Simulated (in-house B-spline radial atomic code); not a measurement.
Checks on a self-consistent run for Ho IX (Ho8+), [Kr] 4d10 4f9 5s2 5p1 5d1. Method: Dirac-Hartree-Fock, average of configuration, Fermi nucleus of rms radius 5.2022 fm. Calculated with an all-electron radial atomic-structure program (B-spline basis).

| orbital | q | ε (Eh) | <1/r> | <r²> | small-component weight |
| --- | --- | --- | --- | --- | --- |
| 1s1/2 | 2 | -2061.18103 | 76.0371 | 0.000588071 | 0.062739 |
| 2s1/2 | 2 | -353.41824 | 18.2693 | 0.00909705 | 0.013999 |
| 2p1/2 | 2 | -335.81044 | 18.2006 | 0.0065974 | 0.014006 |
| 2p3/2 | 4 | -304.23731 | 15.8764 | 0.00781443 | 0.012899 |
| 3s1/2 | 2 | -84.74334 | 6.69752 | 0.0599126 | 0.0045153 |
| 3p1/2 | 2 | -77.04037 | 6.59878 | 0.0557208 | 0.0044405 |
| 3p3/2 | 4 | -70.32418 | 6.01055 | 0.0625003 | 0.004135 |
| 3d3/2 | 4 | -57.32068 | 5.87777 | 0.0495094 | 0.0039939 |
| 3d5/2 | 6 | -55.87094 | 5.73298 | 0.051397 | 0.0039053 |
| 4s1/2 | 2 | -21.59552 | 2.78066 | 0.302332 | 0.001422 |
| 4p1/2 | 2 | -18.46236 | 2.66777 | 0.31759 | 0.0013377 |
| 4p3/2 | 4 | -16.93325 | 2.47891 | 0.352399 | 0.0012381 |
| 4d3/2 | 4 | -11.76212 | 2.26685 | 0.3942 | 0.001069 |
| 4d5/2 | 6 | -11.47862 | 2.21762 | 0.40809 | 0.0010387 |
| 4f5/2 | 3.8571 | -5.32379 | 1.79756 | 0.57875 | 0.0007147 |
| 4f7/2 | 5.1429 | -5.28193 | 1.77957 | 0.589728 | 0.00070355 |
| 5s1/2 | 2 | -6.30468 | 1.13543 | 1.53925 | 0.00034911 |
| 5p1/2 | 0.33333 | -5.46302 | 1.05011 | 1.77056 | 0.00030821 |
| 5p3/2 | 0.66667 | -5.19479 | 0.991829 | 1.93698 | 0.00028537 |
| 5d3/2 | 0.4 | -3.72562 | 0.813126 | 2.77331 | 0.00020151 |
| 5d5/2 | 0.6 | -3.68729 | 0.802502 | 2.83952 | 0.00019815 |

Electron-electron repulsion V_ee = 4382.0538 hartree.

**Question.** What total energy follows from the eigenvalues?

**Answer.** The eigenvalues count the repulsion twice, so E = Σqε - V_ee = -8220.205 - 4382.054 = -12602.259 hartree; the run printed -12602.259.

**Question.** Does the Dirac virial theorem hold?

**Answer.** For a point nucleus E = -2c²Σq·w, with w the small-component weight. Here Σq·w = 0.33549 and c = 137.0360, so the ratio E/(-2c²Σq·w) is 1.000164; the finite nucleus accounts for the departure from 1.

**Question.** What diamagnetic shielding (Lamb formula) and susceptibility (Langevin formula) do the radii give?

**Answer.** σ = (α²/3)Σq<1/r> = 460.424/(3·137.036²) = 8172.7 ppm, and χ = -0.79199×10⁻⁶·Σq<r²> = -16.45×10⁻⁶ cm³/mol with Σq<r²> = 20.765 bohr². Both are non-relativistic formulas without the paramagnetism of open shells; for so heavy an element the full relativistic shielding is larger by tens of per cent.
